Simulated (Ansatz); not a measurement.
Born–Oppenheimer molecular dynamics of CH₇BN₂ (11 atoms, charge 0, multiplicity 1). It starts from a relaxed structure.

Computed with RKS PBE0-D4/def2-SVP in Ansatz 0.2.0.

* ensemble: NVT, Langevin thermostat
* time step: 0.25 fs
* steps asked: 166
* set temperature: 700 K
* friction: 0.05 /fs
* seed: 304513

Frames 0.5 fs apart, positions in Å, forces in eV/Å.

Velocities at 10 fs (Å/ps):

```
B -5.88 -2.21 -1.12
C 2.36 -11.12 7.07
H 40.03 5.42 -14.99
H 31.29 8.13 8.56
H -37.64 -13.96 -20.95
N -1.99 4.73 -2.90
H 15.33 8.18 14.76
H -3.90 28.55 -4.95
N 6.60 8.31 0.64
H -12.57 27.95 -42.18
H -36.33 -29.56 23.66
```

```xyz
11
Properties=species:S:1:pos:R:3:forces:R:3 time_fs=10 energy_less_start_eV=0.735 T=606
B 0.036 0.006 -0.057 -2.16 -0.97 1.41
C 0.052 -0.058 1.628 -2.83 2.38 -0.99
H -1.069 -0.098 1.951 1.55 0.03 -0.42
H 0.514 -0.775 2.278 0.82 -1.05 -0.11
H 0.377 0.948 2.027 -0.08 -0.63 -0.31
N 1.198 0.301 -0.739 2.69 0.36 -0.03
H 1.347 0.280 -1.751 -0.16 0.16 0.60
H 2.067 0.477 -0.179 -1.18 -0.40 -1.06
N -1.238 -0.212 -0.767 4.32 -0.38 -0.80
H -2.048 -0.053 -0.259 -2.15 -0.11 0.46
H -1.186 -0.469 -1.772 -0.83 0.60 1.23
11
Properties=species:S:1:pos:R:3:forces:R:3 time_fs=10.5 energy_less_start_eV=0.653 T=696
B 0.033 0.005 -0.057 -1.84 -0.92 1.44
C 0.053 -0.063 1.632 -2.43 2.21 -1.32
H -1.045 -0.099 1.944 0.97 -0.09 -0.23
H 0.531 -0.771 2.281 0.79 -1.01 -0.13
H 0.357 0.942 2.018 0.10 -0.34 -0.18
N 1.197 0.303 -0.740 2.56 0.37 0.42
H 1.355 0.287 -1.741 -0.16 0.15 0.16
H 2.063 0.493 -0.182 -1.15 -0.43 -0.98
N -1.234 -0.208 -0.767 3.77 -0.36 -0.49
H -2.058 -0.039 -0.278 -1.94 -0.12 0.46
H -1.202 -0.480 -1.760 -0.65 0.54 0.86
11
Properties=species:S:1:pos:R:3:forces:R:3 time_fs=11 energy_less_start_eV=0.582 T=779
B 0.029 0.005 -0.056 -1.48 -0.86 1.44
C 0.052 -0.069 1.636 -1.65 2.09 -1.64
H -1.016 -0.103 1.935 0.11 -0.22 0.05
H 0.552 -0.766 2.286 0.70 -0.90 -0.21
H 0.340 0.939 2.010 0.21 -0.17 -0.10
N 1.197 0.306 -0.740 2.10 0.29 0.74
H 1.364 0.295 -1.730 -0.16 0.13 -0.31
H 2.051 0.505 -0.188 -0.83 -0.39 -0.72
N -1.229 -0.204 -0.768 2.91 -0.21 0.14
H -2.071 -0.028 -0.296 -1.45 -0.18 0.33
H -1.220 -0.488 -1.744 -0.47 0.42 0.30
11
Properties=species:S:1:pos:R:3:forces:R:3 time_fs=11.5 energy_less_start_eV=0.567 T=795
B 0.025 0.004 -0.057 -1.13 -0.80 1.45
C 0.052 -0.073 1.640 -0.60 1.87 -1.90
H -0.989 -0.108 1.925 -0.88 -0.34 0.37
H 0.576 -0.764 2.293 0.52 -0.67 -0.39
H 0.324 0.938 2.000 0.30 -0.02 -0.02
N 1.197 0.310 -0.740 1.46 0.16 0.81
H 1.374 0.301 -1.722 -0.16 0.12 -0.65
H 2.036 0.514 -0.195 -0.32 -0.29 -0.35
N -1.226 -0.199 -0.769 1.94 0.05 0.99
H -2.088 -0.019 -0.310 -0.82 -0.28 0.15
H -1.238 -0.498 -1.724 -0.32 0.21 -0.45
11
Properties=species:S:1:pos:R:3:forces:R:3 time_fs=12 energy_less_start_eV=0.619 T=777
B 0.021 0.003 -0.058 -0.71 -0.70 1.52
C 0.052 -0.076 1.643 0.54 1.54 -2.05
H -0.965 -0.114 1.917 -1.88 -0.47 0.68
H 0.601 -0.763 2.302 0.25 -0.34 -0.67
H 0.309 0.939 1.989 0.38 0.12 0.06
N 1.198 0.315 -0.739 0.59 -0.05 0.76
H 1.383 0.306 -1.713 -0.14 0.11 -1.01
H 2.018 0.524 -0.200 0.39 -0.13 0.15
N -1.221 -0.194 -0.769 0.85 0.34 1.80
H -2.107 -0.010 -0.323 -0.07 -0.40 -0.05
H -1.255 -0.507 -1.704 -0.20 -0.02 -1.19
11
Properties=species:S:1:pos:R:3:forces:R:3 time_fs=12.5 energy_less_start_eV=0.732 T=662
B 0.016 0.001 -0.059 -0.17 -0.57 1.57
C 0.052 -0.079 1.645 1.69 1.34 -2.14
H -0.944 -0.121 1.909 -2.83 -0.59 0.98
H 0.626 -0.766 2.307 -0.04 -0.01 -0.93
H 0.297 0.943 1.978 0.43 0.12 0.10
N 1.200 0.321 -0.737 -0.53 -0.35 0.49
H 1.387 0.310 -1.705 -0.11 0.11 -1.24
H 1.998 0.536 -0.206 1.26 0.09 0.75
N -1.216 -0.189 -0.769 -0.12 0.56 2.33
H -2.122 -0.001 -0.334 0.51 -0.48 -0.15
H -1.274 -0.518 -1.687 -0.10 -0.23 -1.76
11
Properties=species:S:1:pos:R:3:forces:R:3 time_fs=13 energy_less_start_eV=0.877 T=607
B 0.010 0.000 -0.059 0.38 -0.45 1.56
C 0.052 -0.082 1.646 2.64 1.32 -2.20
H -0.929 -0.133 1.904 -3.61 -0.69 1.23
H 0.645 -0.771 2.310 -0.25 0.26 -1.12
H 0.285 0.950 1.969 0.42 -0.02 0.11
N 1.202 0.327 -0.734 -1.80 -0.73 -0.21
H 1.390 0.319 -1.705 -0.14 0.12 -1.12
H 1.977 0.545 -0.210 2.33 0.38 1.47
N -1.212 -0.184 -0.769 -0.81 0.75 2.69
H -2.131 0.005 -0.344 0.85 -0.51 -0.15
H -1.293 -0.528 -1.671 -0.02 -0.44 -2.25
11
Properties=species:S:1:pos:R:3:forces:R:3 time_fs=13.5 energy_less_start_eV=0.990 T=481
B 0.003 -0.001 -0.057 0.96 -0.34 1.52
C 0.051 -0.085 1.647 3.21 1.36 -2.17
H -0.922 -0.142 1.901 -4.04 -0.76 1.38
H 0.660 -0.776 2.311 -0.43 0.48 -1.27
H 0.275 0.958 1.962 0.41 -0.18 0.10
N 1.204 0.332 -0.731 -2.67 -1.02 -0.82
H 1.390 0.330 -1.707 -0.18 0.12 -0.86
H 1.963 0.557 -0.211 3.02 0.60 1.94
N -1.208 -0.179 -0.770 -1.36 0.79 2.66
H -2.135 0.007 -0.352 1.01 -0.50 -0.09
H -1.311 -0.539 -1.660 0.07 -0.54 -2.40
11
Properties=species:S:1:pos:R:3:forces:R:3 time_fs=14 energy_less_start_eV=1.011 T=519
B -0.003 -0.003 -0.054 1.51 -0.21 1.56
C 0.051 -0.087 1.649 3.18 1.49 -2.06
H -0.925 -0.150 1.898 -3.92 -0.81 1.39
H 0.674 -0.778 2.309 -0.55 0.59 -1.32
H 0.262 0.966 1.959 0.40 -0.39 0.07
N 1.204 0.337 -0.727 -2.80 -1.13 -1.14
H 1.387 0.339 -1.712 -0.23 0.13 -0.45
H 1.960 0.573 -0.207 3.01 0.63 1.93
N -1.203 -0.174 -0.769 -1.93 0.64 2.14
H -2.140 0.006 -0.364 1.11 -0.47 0.03
H -1.328 -0.551 -1.655 0.22 -0.47 -2.16
11
Properties=species:S:1:pos:R:3:forces:R:3 time_fs=14.5 energy_less_start_eV=0.951 T=545
B -0.009 -0.005 -0.052 1.99 -0.08 1.63
C 0.051 -0.089 1.650 2.48 1.65 -1.84
H -0.939 -0.159 1.900 -3.15 -0.79 1.23
H 0.687 -0.778 2.304 -0.62 0.65 -1.31
H 0.252 0.977 1.957 0.36 -0.65 0.03
N 1.203 0.342 -0.723 -2.36 -1.03 -0.88
H 1.379 0.349 -1.714 -0.22 0.14 -0.22
H 1.964 0.589 -0.195 2.41 0.46 1.49
N -1.200 -0.170 -0.768 -2.55 0.36 1.37
H -2.147 0.005 -0.379 1.24 -0.44 0.15
H -1.345 -0.565 -1.654 0.42 -0.28 -1.65
11
Properties=species:S:1:pos:R:3:forces:R:3 time_fs=15 energy_less_start_eV=0.866 T=498
B -0.015 -0.006 -0.051 2.40 0.04 1.75
C 0.052 -0.090 1.652 1.38 1.84 -1.67
H -0.959 -0.171 1.908 -2.09 -0.72 0.99
H 0.696 -0.773 2.293 -0.57 0.57 -1.18
H 0.244 0.987 1.957 0.32 -0.86 -0.01
N 1.202 0.347 -0.720 -1.75 -0.86 -0.56
H 1.369 0.359 -1.716 -0.20 0.15 0.01
H 1.974 0.604 -0.184 1.67 0.23 0.95
N -1.197 -0.166 -0.766 -2.96 -0.04 0.36
H -2.148 0.001 -0.392 1.15 -0.36 0.33
H -1.361 -0.579 -1.658 0.65 0.01 -0.97
11
Properties=species:S:1:pos:R:3:forces:R:3 time_fs=15.5 energy_less_start_eV=0.816 T=495
B -0.018 -0.007 -0.050 2.71 0.14 1.91
C 0.054 -0.090 1.653 0.26 2.08 -1.61
H -0.978 -0.182 1.918 -1.10 -0.64 0.75
H 0.705 -0.764 2.277 -0.41 0.37 -0.95
H 0.237 0.993 1.961 0.29 -1.01 -0.06
N 1.200 0.351 -0.716 -1.10 -0.67 -0.35
H 1.356 0.368 -1.722 -0.18 0.16 0.33
H 1.984 0.617 -0.173 0.93 -0.01 0.41
N -1.194 -0.163 -0.764 -3.27 -0.45 -0.62
H -2.147 -0.002 -0.406 1.00 -0.29 0.51
H -1.371 -0.595 -1.663 0.87 0.31 -0.32
```

Of the whole run (42 fs, mean temperature of the second half 602 K): The mean temperature of the second half is 14 % below the set value. A run of 0.042 ps of so small a system gives no equilibrium averages.

The run took 4.6 min on 2 threads of Arm Neoverse V1, with other jobs on the host, peak memory 0.17 GiB.
